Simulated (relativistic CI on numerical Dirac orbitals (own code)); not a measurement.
## Electric-dipole lines of W33+

These numbers are calculated, not measured: Dirac-Coulomb-Breit CI, KLI orbitals optimised for each configuration, model QED, unscaled Slater integrals (own radial code, finite nucleus).

CI space (outside the closed core [Ar] 3d10): 4s2 4p6 4d5, 4s2 4p5 4d6, 4s2 4p6 4d4 4f, 4s 4p6 4d5 4f, 4p6 4d7, 4p5 4d8, 4s2 4p6 4d3 5s2, 4s2 4p6 4d2 4f 5s2, 4s 4p6 4d3 4f 5s2. Double excitations out of closed p, d and f shells are left out; levels of such configurations are missing from the list, as are those of other unlisted configurations, and high levels can miss mixing partners.

```csv
λ vac (Å),Lower,Upper,A (s⁻¹),gf,Branching (%)
60.998,4s2 4p6 4d5 6S_5/2 [2],4s2 4p6 4d4 4f 4D°_7/2 [136],3.12e+10,1.39e-01,36.7
62.268,4s2 4p6 4d5 2H_11/2 [5],4s2 4p6 4d4 4f 4I°_9/2 [146],2.40e+10,1.39e-01,47.1
62.582,4s2 4p6 4d5 2H_11/2 [5],4s2 4p6 4d4 4f 4H°_13/2 [140],3.20e+10,2.63e-01,93.7
63.238,4s2 4p6 4d5 2H_11/2 [5],4s2 4p6 4d4 4f 4H°_11/2 [130],3.63e+10,2.62e-01,60.1
63.322,4s2 4p6 4d5 4P_5/2 [1],4s2 4p6 4d4 4f 4G°_7/2 [63],3.12e+10,1.50e-01,89.7
63.823,4s2 4p6 4d5 4G_7/2 [3],4s2 4p6 4d4 4f 4P°_5/2 [116],3.48e+10,1.28e-01,35.7
64.478,4s2 4p6 4d5 4G_9/2 [6],4s2 4p6 4d4 4f 4D°_7/2 [119],4.25e+10,2.12e-01,53.2
65.133,4s2 4p6 4d5 4G_9/2 [6],4s2 4p6 4d4 4f 4H°_7/2 [110],4.47e+10,2.28e-01,68.3
65.347,4s2 4p6 4d5 4P_5/2 [1],4s2 4p6 4d4 4f 4G°_5/2 [52],2.44e+10,9.38e-02,71.0
65.395,4s2 4p6 4d5 4G_7/2 [3],4s2 4p5 4d6 4P°_5/2 [94],5.27e+10,2.03e-01,60.3
65.531,4s2 4p6 4d5 2H_11/2 [5],4s2 4p6 4d4 4f 4F°_9/2 [97],3.46e+10,2.23e-01,85.1
66.316,4s2 4p6 4d5 2H_11/2 [5],4s2 4p5 4d6 4G°_11/2 [89],1.89e+10,1.49e-01,81.0
66.635,4s2 4p6 4d5 6S_5/2 [2],4s2 4p5 4d6 6P°_3/2 [70],8.69e+10,2.31e-01,71.7
67.102,4s2 4p6 4d5 2H_11/2 [5],4s2 4p5 4d6 2G°_9/2 [79],6.97e+10,4.70e-01,88.2
67.395,4s2 4p6 4d5 4G_9/2 [6],4s2 4p5 4d6 2F°_7/2 [84],3.51e+10,1.91e-01,62.4
67.396,4s2 4p6 4d5 4P_5/2 [1],4s2 4p5 4d6 6P°_3/2 [45],1.03e+11,2.81e-01,94.5
67.489,4s2 4p6 4d5 4P_5/2 [1],4s2 4p5 4d6 4D°_7/2 [44],3.52e+10,1.92e-01,91.0
68.216,4s2 4p6 4d5 2F_7/2 [9],4s2 4p5 4d6 4F°_5/2 [86],6.16e+10,2.58e-01,74.2
68.321,4s2 4p6 4d5 4P_5/2 [1],4s2 4p5 4d6 6P°_5/2 [43],8.81e+10,3.70e-01,97.3
68.464,4s2 4p6 4d5 2H_11/2 [5],4s2 4p5 4d6 4G°_11/2 [73],6.04e+10,5.10e-01,98.0
68.511,4s2 4p6 4d5 6S_5/2 [2],4s2 4p5 4d6 2F°_5/2 [58],5.83e+10,2.46e-01,68.0
68.821,4s2 4p6 4d5 4G_7/2 [3],4s2 4p5 4d6 4D°_7/2 [67],4.91e+10,2.79e-01,81.4
68.844,4s2 4p6 4d5 2I_11/2 [13],4s2 4p5 4d6 4G°_11/2 [124],3.80e+10,3.24e-01,81.6
69.451,4s2 4p6 4d5 2I_13/2 [16],4s2 4p5 4d6 2I°_13/2 [128],4.34e+10,4.39e-01,93.7
69.799,4s2 4p6 4d5 4G_9/2 [6],4s2 4p5 4d6 2G°_9/2 [68],2.43e+10,1.78e-01,57.6
70.133,4s2 4p6 4d5 2H_11/2 [5],4s2 4p5 4d6 4H°_13/2 [62],1.63e+10,1.68e-01,87.9
70.593,4s2 4p6 4d5 6S_5/2 [2],4s2 4p5 4d6 6D°_7/2 [49],2.35e+10,1.40e-01,79.3
71.194,4s2 4p6 4d5 4P_5/2 [1],4s2 4p5 4d6 4D°_7/2 [40],2.18e+10,1.32e-01,85.2
71.254,4s2 4p6 4d5 4G_9/2 [6],4s2 4p5 4d6 4H°_11/2 [60],2.62e+10,2.40e-01,87.4
71.552,4s2 4p6 4d5 4G_7/2 [3],4s2 4p5 4d6 4H°_9/2 [54],2.31e+10,1.78e-01,83.0
```

Terms are leading LS components. Brackets give the number of a level in order of energy, since labels repeat. The list gives strong lines, with weight on those to low levels, without lines whose two gauges differ by over a factor of 2.5, among the lowest 200 of 1946 levels, so that lines to higher ones, which can be the strongest, are missing. Levels whose partners in the same complex of configurations lie outside the list can be far off, and so can their lines. Rates are taken at the computed energies, electric ones in the length gauge.

At this charge energies of transitions that change n are usually good to better than 1 %, and those within a shell (Δn = 0) to a few per cent. Terms inside the open d or f shell come out 10 to 20 % too wide with unscaled integrals.

LS names give the leading component of a level, which can be under half, so a name can repeat, a term be missing and a line seem to break the LS rules.
